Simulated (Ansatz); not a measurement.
Energy profile

The step: CH₆SSi ([CH3][SiH2][SH]) + H₂ → CH₆Si ([CH3][SiH3]) + H₂S; bonds formed: Si1–H7, S2–H6; bonds broken: Si1–S2, H6–H7 (atoms numbered as in the saddle structure below).

```
11
angstrom
Si -0.4214 -0.3054 0.1705
S 1.1242 -2.0255 1.2200
H -0.7402 -1.3770 -0.8171
H -1.3208 -0.3312 1.3439
C -0.6154 1.2407 -0.8803
H 1.1516 -0.3593 1.1987
H 0.8490 0.5514 0.9441
H 1.9494 -2.0293 0.1597
H -1.5574 1.1725 -1.4357
H -0.6100 2.1570 -0.2870
H 0.1909 1.3061 -1.6167
```

Electronic energies by CCSD(T) at an estimated basis limit (MP2 extrapolated from triple and quadruple zeta, plus CCSD(T) − MP2 in triple zeta), on PBE0-D4/def2-TZVP structures; CH8SSi, closed shell; no counterpoise correction. Computed with Ansatz 0.2.0 (basis: def2-TZVPP and def2-QZVPP); correlated methods freeze the cores. Extrapolation: Hartree–Fock as exp(−7.88 √X), correlation as X^−2.97.

Task: Give the profile in kJ/mol, counted from the separated reactants. (To be estimated.)

Result: By the calculation:
```
                                                                                                               point  kJ/mol
separated: CH6SSi (linked as [CH3][SiH2][SH]; Si1, S2, H3, H4, C5, H8, H9, H10, H11; singlet) + H2 (H6, H7; singlet)     0.0
                                                                                                     start structure    -2.4
                                                                                                              saddle   248.7
                                                                                                       end structure    36.0
    separated: CH6Si (linked as [CH3][SiH3]; Si1, H3, H4, C5, H7, H9, H10, H11; singlet) + H2S (S2, H6, H8; singlet)    41.1
```

No T1 diagnostic of these runs exceeds 0.013.

For scale, one of the runs: CCSD(T)/def2-TZVPP, 227 basis functions, launched by `ansatz run in.yaml --threads 4 --pin off --events-out ev --progress --plain --max-ram 9574MiB`. Hardware: 4 CPU threads of an Arm Neoverse V2, shared host. Wall time 40 s; peak host memory 3.5 GiB.
